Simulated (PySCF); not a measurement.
Can point charges reproduce the dipole moment of `CO/C=P/c1cccc(C)c1`?

Coordinates (GFN2-xTB, Å) and charges (e) from the PBE0/pcSseg-1 density (PySCF):

```
atom       x       y       z  Mulliken      IAO  Hirshfeld  ESP-fitted
  C1   4.656   0.307   0.331   -0.0465  -0.2066    -0.0292     -0.2420
  O2   3.635   0.124   1.281   -0.4362  -0.2976    -0.1009     -0.1140
  C3   2.381  -0.012   0.788   -0.0951  -0.1775    -0.0246     -0.0254
  P4   1.067  -0.070   1.837   +0.3881  +0.2855    +0.0340     -0.2420
  C5  -0.254  -0.297   0.590   -0.4328  -0.1809    -0.0571     +0.3543
  C6  -0.149  -1.209  -0.456   -0.0281  -0.1642    -0.0612     -0.3000
  C7  -1.189  -1.354  -1.353   -0.0642  -0.1470    -0.0512     -0.1425
  C8  -2.348  -0.609  -1.209   -0.0172  -0.1642    -0.0559     -0.3241
  C9  -2.484   0.288  -0.157   -0.3368  +0.0210    +0.0109     +0.3936
 C10  -3.744   1.076   0.032   -0.1258  -0.4261    -0.1152     -0.5727
 C11  -1.431   0.429   0.736   +0.0453  -0.1612    -0.0600     -0.4835
 H12   5.593   0.329   0.884   +0.1322  +0.1678    +0.0589     +0.1348
 H13   4.530   1.252  -0.210   +0.1118  +0.1388    +0.0468     +0.1282
 H14   4.678  -0.515  -0.392   +0.1074  +0.1353    +0.0462     +0.1262
 H15   2.287  -0.062  -0.294   +0.1331  +0.1362    +0.0414     +0.1100
 H16   0.742  -1.814  -0.558   +0.0752  +0.1451    +0.0388     +0.1690
 H17  -1.103  -2.060  -2.167   +0.0870  +0.1514    +0.0492     +0.1587
 H18  -3.157  -0.733  -1.915   +0.0684  +0.1460    +0.0465     +0.1751
 H19  -4.312   0.676   0.872   +0.1373  +0.1559    +0.0474     +0.1682
 H20  -4.370   1.031  -0.856   +0.1122  +0.1459    +0.0459     +0.1524
 H21  -3.518   2.118   0.252   +0.1280  +0.1519    +0.0472     +0.1529
 H22  -1.521   1.122   1.562   +0.0565  +0.1445    +0.0419     +0.2226
```

What dipole does each set of charges give (1 e·Å = 4.803 D), and what does the density give?

The full density gives (0.90, 0.36, -2.69) D, 2.86 D in size; dipole vectors point from the negative to the positive end.

| scheme | μx | μy | μz | size (D) | share of the full size (%) | angle to the full dipole (°) |
| --- | --- | --- | --- | --- | --- | --- |
| Mulliken | 0.18 | 1.20 | -0.93 | 1.53 | 53 | 45 |
| IAO | 0.82 | 0.57 | -1.07 | 1.46 | 51 | 24 |
| Hirshfeld | 1.09 | 0.46 | -0.67 | 1.36 | 47 | 41 |
| ESP-fitted | 0.91 | 0.39 | -2.68 | 2.85 | 100 | 1 |

Which set comes closest?

Length of the difference vector: ESP-fitted 0.04 D, IAO 1.64 D, Hirshfeld 2.03 D, Mulliken 2.08 D. Closest: ESP-fitted. The schemes that divide the density aren't constrained to reproduce the dipole.

What is left for the Hirshfeld atoms' own dipoles?

The Hirshfeld atoms' densities add up to the full density, so μ = Σ q r + Σ (atomic dipoles). The atomic dipoles sum to (0.90, 0.36, -2.69) − (1.09, 0.46, -0.67) = (-0.19, -0.10, -2.02) D, 2.03 D in size.

With the origin at the mean of the coordinates, (0.000, 0.001, -0.018) Å, which are the largest single terms, by size, of the IAO dipole along the direction of the full one?

C10 +2.23, P4 -1.95, H19 -1.58, H22 -1.27, H13 +1.17 D; all 22 atoms together +1.33 D. The single terms depend on the origin, their sum doesn't.

Give the size of the full dipole in other units.

2.86 D = 1.127 au = 0.596 e·Å = 9.55 × 10⁻³⁰ C·m.

One conformer (not necessarily the lowest) at the GFN2-xTB geometry, without solvent, vibrations or thermal averaging.

Shape of the structure used: `[CH3:1][O:2]/[CH:3]=[P:4]/[c:5]1[cH:6][cH:7][cH:8][c:9]([CH3:10])[cH:11]1`: C1–O2–C3–P4 -173°, C3–P4–C5–C6 46°.
